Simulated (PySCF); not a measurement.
Ga(Me)2 (C2H6Ga), SMILES [CH3][Ga+][CH3], charge +1.

Geometry: ωB97X-D3(BJ)/def2-SVP. The spin state was assumed, not searched. The isomer is the one that the SMILES or the coordinates give; other isomers of the formula were not compared.

Calculation: C-PCM-B3LYP/def2-SVP (PySCF).

The values are the electrostatic part of the solvation free energy, E(continuum) − E(gas) at the gas-phase geometry, in a cavity of scaled van der Waals radii (PySCF's table); cavitation and dispersion terms are not included. A continuum can't describe solvent molecules that bind to the metal. In vacuum the orbital gap is 7.13 eV.

Computed values in water (ε = 78.36), ethanol (ε = 24.85), N,N-dimethylformamide (ε = 37.22):
| solvent | ε | ΔG(elec) (kcal/mol) | gap (eV) |
|---|---|---|---|
| water | 78.36 | -63.0 | 7.47 |
| ethanol | 24.85 | -61.2 | 7.46 |
| N,N-dimethylformamide | 37.22 | -62.1 | 7.47 |
